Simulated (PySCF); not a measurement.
Two probes of the same atoms: core binding energy and nuclear shielding

Compound: C₆H₁₃NOSi.
Structure used (PBE0-D3(BJ)/def2-SVP), in Å, numbered top down from 1:
```xyz
22
C6H13NOSi angstrom
C      1.946   -2.057   -0.647
C      1.571   -1.681    0.580
Si     0.593   -0.123    0.913
N      1.518    1.310    0.390
C      2.715    1.587    0.971
O      3.201    0.910    1.850
C     -1.008   -0.068   -0.095
C     -1.849   -1.318    0.163
C     -1.803    1.210    0.173
H      2.527   -2.969   -0.825
H      1.702   -1.466   -1.539
H      1.862   -2.313    1.428
H      0.283   -0.007    2.367
H      1.197    1.944   -0.334
H      3.220    2.500    0.571
H     -0.699   -0.076   -1.158
H     -2.164   -1.376    1.219
H     -2.766   -1.313   -0.449
H     -1.295   -2.240   -0.070
H     -2.115    1.268    1.229
H     -2.719    1.244   -0.441
H     -1.228    2.123   -0.045
```

Binding energies: delta-SCF UKS SCAN, pcX-2 on the ionised atom, pcseg-1 elsewhere, spin-free X2C in PySCF 2.14.0. Shieldings: GIAO PBE0/pcSseg-1, non-relativistic, same geometry.

```json
{"atom": "C1", "isotropic shielding (ppm)": "41.2"}
{"atom": "C2", "isotropic shielding (ppm)": "39.1"}
{"atom": "C5", "isotropic shielding (ppm)": "17.7"}
{"atom": "C7", "isotropic shielding (ppm)": "170.9"}
{"atom": "C8", "isotropic shielding (ppm)": "166.3"}
{"atom": "C9", "isotropic shielding (ppm)": "164.8"}
```

What are the C 1s binding energies of these atoms?

```csv
atom,environment,C 1s (eV),isotropic shielding (ppm)
C2,alkene CH carbon,289.94,39.1
C7,sp3 carbon bound to silicon,290.19,170.9
C1,terminal =CH2 carbon,290.32,41.2
C8,methyl carbon,290.57,166.3
C9,methyl carbon,290.69,164.8
C5,amide carbonyl carbon,293.60,17.7
```

Among the listed atoms, is the one with the highest binding energy also the least shielded?

Yes: C5 has both (293.60 eV, 17.7 ppm).

Over these 6 sites the two quantities correlate at r = -0.43. By binding energy: C2 < C7 < C1 < C8 < C9 < C5. By shielding: C5 < C2 < C1 < C9 < C8 < C7.

The structure is a single PBE0-D3(BJ)/def2-SVP conformer in the gas phase; no vibrational or solvent corrections.
